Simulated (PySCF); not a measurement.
C3H12Si3, SMILES [SiH3]C[C@H]1C[SiH2][SiH2]1. The structure is a stationary point at PBE0-D3(BJ)/def2-SVP. The structure was generated by enumeration; whether it is a known compound was not checked. Other conformers were not sampled.

Give the equilibrium geometry at PBE0-D3(BJ)/def2-SVP (PySCF confirms it by a frequency run) as bond lengths and angles. (An estimate is asked for; the answer gives what the named calculation found.)

Several could match; the one computed here: 
Atoms: Si1 C2 C3 C4 Si5 Si6 H7 H8 H9 H10 H11 H12 H13 H14 H15 H16 H17 H18. Bond lengths (Å): Si1–C2 1.892, Si1–H7 1.496, Si1–H8 1.496, Si1–H9 1.497, C2–C3 1.528, C2–H10 1.105, C2–H11 1.104, C3–C4 1.555, C3–Si6 1.928, C3–H12 1.107, C4–Si5 1.916, C4–H13 1.105, C4–H14 1.103, Si5–Si6 2.331, Si5–H15 1.494, Si5–H16 1.496, Si6–H17 1.499, Si6–H18 1.496. Bond angles (°): C2–Si1–H7 111.7, C2–Si1–H8 110.3, C2–Si1–H9 109.9, H7–Si1–H8 108.1, H7–Si1–H9 108.2, H8–Si1–H9 108.6, Si1–C2–C3 114.7, Si1–C2–H10 108.1, Si1–C2–H11 107.3, C3–C2–H10 110.3, C3–C2–H11 110.3, H10–C2–H11 105.8, C2–C3–C4 116.3, C2–C3–Si6 120.0, C2–C3–H12 109.1, C4–C3–Si6 97.7, C4–C3–H12 107.5, Si6–C3–H12 104.9, C3–C4–Si5 99.2, C3–C4–H13 109.7, C3–C4–H14 114.6, Si5–C4–H13 107.8, Si5–C4–H14 118.0, H13–C4–H14 107.1, C4–Si5–Si6 76.0, C4–Si5–H15 117.4, C4–Si5–H16 112.0, Si6–Si5–H15 124.5, Si6–Si5–H16 114.0, H15–Si5–H16 109.2, C3–Si6–Si5 76.5, C3–Si6–H17 110.6, C3–Si6–H18 118.1, Si5–Si6–H17 112.7, Si5–Si6–H18 126.1, H17–Si6–H18 109.0.
